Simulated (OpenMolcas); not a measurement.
Dy3+ in tetrahedral coordination: ligands and hosts compared

```
Program             : OpenMolcas 26.06
Method              : CASSCF
Active space        : 9 electrons in 7 orbitals (4f)
Spin-orbit coupling : state interaction with AMFI integrals over the reference wave functions
```

Distances were set from a Shannon-type radius of the metal (high-spin where two are listed) plus a fixed donor radius (Br 1.91, Cl 1.76, F 1.31 Å). Anionic complexes are neutralised by point charges, and hosts are embedded clusters. Ligand basis ANO-RCC-VDZP. States (labels of Td). Energies in cm-1 above the lowest state or level, χT in cm3 K/mol; under a threefold ground state the first gap can be a small split of the lowest multiplet, not the spin-orbit step.

| Ligand or host | R (Å) | Metal basis | Outer charge (e at Å behind ligand) | Ground state | First state of that spin | First gap with spin-orbit (degeneracies) | Width of lowest J | χT at 300 K |
| --- | --- | --- | --- | --- | --- | --- | --- | --- |
| Br | 2.69 | ANO-RCC-VDZP | 0.25 at 2.6 | 6T2 | 6E 2.0 | 7.9 (4, 2) | 51 | 14.031 |
| Cl | 2.54 | ANO-RCC-VDZP | 0.25 at 3.2 | 6T2 | 6E 3.4 | 14.4 (4, 2) | 78 | 14.019 |
| F | 2.09 | ANO-RCC-VDZP | 0.25 at 2.6 | 6T2 | 6E 17.2 | 53.7 (4, 4) | 264 | 13.921 |

The rows also differ in their outer charges, so part of each step comes from that.

The width of the lowest J multiplet rises in the order Br < Cl < F, by a factor of 5.18 from first to last.

High states are left out of the spin-orbit mixing, which shifts the levels that they would mix with. Without dynamic correlation the ligand-field splitting of an f shell can come out too small, at times by half. A group larger than the point group allows holds several states that coincide in this model. No measured value stands beside these numbers; the geometry is a model, was not optimised and need not be the one that this ion takes.
